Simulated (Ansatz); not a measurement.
```yaml
crystal:
  periodic: [false, false, false]
  atoms:
    - {symbol: C, position_ang: [-2.147508, 0.513247, -2.281346]}
    - {symbol: O, position_ang: [-1.424942, -0.452345, -1.469600]}
    - {symbol: Ge, position_ang: [-0.460307, 0.027647, -0.109844]}
    - {symbol: O, position_ang: [-1.028720, 1.593921, 0.649928]}
    - {symbol: C, position_ang: [-0.264578, 2.596822, 1.439151]}
    - {symbol: C, position_ang: [-0.797956, -1.604553, 1.185962]}
    - {symbol: C, position_ang: [-2.113933, -1.565982, 1.511277]}
    - {symbol: C, position_ang: [0.244179, -1.644900, 2.373077]}
    - {symbol: C, position_ang: [1.737009, 0.330020, -0.632617]}
    - {symbol: C, position_ang: [1.899501, 1.305006, -1.969347]}
    - {symbol: C, position_ang: [2.070702, -1.009539, -1.459156]}
    - {symbol: H, position_ang: [-2.980009, 0.312504, -2.797262]}
    - {symbol: H, position_ang: [-1.126707, 0.771012, -3.316053]}
    - {symbol: H, position_ang: [-2.047069, 1.531078, -1.841259]}
    - {symbol: H, position_ang: [0.766272, 2.597529, 1.098344]}
    - {symbol: H, position_ang: [-0.323136, 2.089645, 2.477553]}
    - {symbol: H, position_ang: [-0.839698, 3.441976, 1.522441]}
    - {symbol: H, position_ang: [-0.307048, -2.596895, 0.626755]}
    - {symbol: H, position_ang: [-2.336378, -2.656508, 2.376340]}
    - {symbol: H, position_ang: [-2.839243, -1.689799, 0.591807]}
    - {symbol: H, position_ang: [-2.432649, -0.583960, 2.178513]}
    - {symbol: H, position_ang: [0.211626, -2.375386, 3.128474]}
    - {symbol: H, position_ang: [0.197992, -0.738970, 3.081890]}
    - {symbol: H, position_ang: [1.293901, -1.514109, 2.299512]}
    - {symbol: H, position_ang: [2.277392, 0.641489, 0.165108]}
    - {symbol: H, position_ang: [1.251064, 1.364325, -2.697906]}
    - {symbol: H, position_ang: [1.372786, 2.422353, -1.549674]}
    - {symbol: H, position_ang: [2.768934, 1.526203, -2.010101]}
    - {symbol: H, position_ang: [1.544377, -1.473261, -2.149196]}
    - {symbol: H, position_ang: [2.131518, -1.975469, -0.681389]}
    - {symbol: H, position_ang: [3.127096, -0.923318, -1.648461]}
basis:
  gaussian: {orbitals: STO-3G}
hamiltonian: {xc: {name: wB97X-V}, pseudopotentials: {relativity: none}}
accuracy: high
relax: {f_tol: 0.001, max_steps: 3}
```

```sh
$ ansatz run in.yaml --threads 11 --pin off --events-out ev --progress --plain --max-ram 166912MiB --backend cuda --devices 0, --max-vram 75GiB
```

Q: How does Ansatz answer? (Estimate.)

A: Computed: The calculation stopped without meeting its thresholds.
```
Functional definition: wB97X-V
2022 factors; integrals over basis functions are off by at most 2.8e-9 eV
596 factors; integrals over basis functions are off by at most 6.8e-10 eV
mean field evaluation 1: about -68402.9489 eV, gradient 3.3e1 eV
mean field evaluation 2: about -68405.1901 eV, gradient 2.5e1 eV
mean field evaluation 4: about -68406.9936 eV, gradient 1.4e0 eV
mean field evaluation 8: about -68406.7434 eV, gradient 4.6e-2 eV
mean field evaluation 16: about -68406.7434 eV, gradient 3.7e-5 eV
mean field -68406.74337460 eV, -2513.9014512605 hartree, gradient 2.9e-8 eV, S^2 0.000000; 0 other end points of the search recorded, 0 dependent functions left out
reference -68406.74337440 eV, -2513.9014512530 hartree; 58, 58 occupied and 30, 30 virtual orbitals, 2022 factors
relax step   1: F+E_penalty+E_count = -68406.74337460 eV  Δ(F+E_penalty+E_count) = +0.000e0 eV  max|allowed force component| = 1.391e1 eV/Å  Δτ_max = 0.0000 Å  (33 SCF iters, accepted)
2040 factors; integrals over basis functions are off by at most 2.8e-9 eV
597 factors; integrals over basis functions are off by at most 8.0e-10 eV
mean field -68418.28001293 eV, -2514.3254148995 hartree, gradient 2.1e-8 eV, S^2 0.000000; 0 other end points of the search recorded, 0 dependent functions left out
reference -68418.28001273 eV, -2514.3254148920 hartree; 58, 58 occupied and 30, 30 virtual orbitals, 2040 factors
relax step   2: F+E_penalty+E_count = -68418.28001293 eV  Δ(F+E_penalty+E_count) = -1.154e1 eV  max|allowed force component| = 4.254e0 eV/Å  Δτ_max = 0.1947 Å  (43 SCF iters, accepted)
2082 factors; integrals over basis functions are off by at most 2.9e-9 eV
597 factors; integrals over basis functions are off by at most 9.3e-10 eV
mean field -68420.10962565 eV, -2514.3926519266 hartree, gradient 5.8e-8 eV, S^2 0.000000; 0 other end points of the search recorded, 0 dependent functions left out
reference -68420.10962545 eV, -2514.3926519193 hartree; 58, 58 occupied and 30, 30 virtual orbitals, 2082 factors
relax step   3: F+E_penalty+E_count = -68420.10962565 eV  Δ(F+E_penalty+E_count) = -1.830e0 eV  max|allowed force component| = 1.685e0 eV/Å  Δτ_max = 0.1954 Å  (39 SCF iters, accepted)
Error: geometry relaxation did not converge after 3 steps: max|allowed force component| = 1.68e0 eV/Å (threshold 1.0e-3). Raise `relax.max_steps` over both its present limit and 3, loosen `relax.f_tol`, or start from a geometry closer to equilibrium. Where this run's directory can be resumed (`checkpoint.write`), a resume goes on for up to `relax.max_steps` more
```
